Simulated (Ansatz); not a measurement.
Molecule: SiCl2, charge 0, multiplicity 1. SMILES: Cl[Si]Cl
Geometry: optimised at B3LYP-D3(BJ)/def2-TZVP (Ansatz, a quantum-chemistry and plane-wave program).

Quantity: atomisation energy (electronic, to ground-state atoms), in kJ/mol. Valence correlation only, unless marked. Open shells are spin-unrestricted. Spin-orbit coupling is left out. No relativistic terms. The coupled-cluster limit lacks core correlation, which all-electron functionals hold. CBS marks a two-point X^-3 extrapolation of the correlation energy; Hartree-Fock from the larger set.

| level | program | atomisation energy (kJ/mol) |
|---|---|---|
| HF/cc-pwCVTZ | Ansatz | 606.5 |

Q: What does CCSD(T)/CBS(cc-pV(T+d)Z,cc-pV(Q+d)Z) (Ansatz) give?

A: 872.0 kJ/mol, so HF/cc-pwCVTZ differs from it by -265.5 kJ/mol.
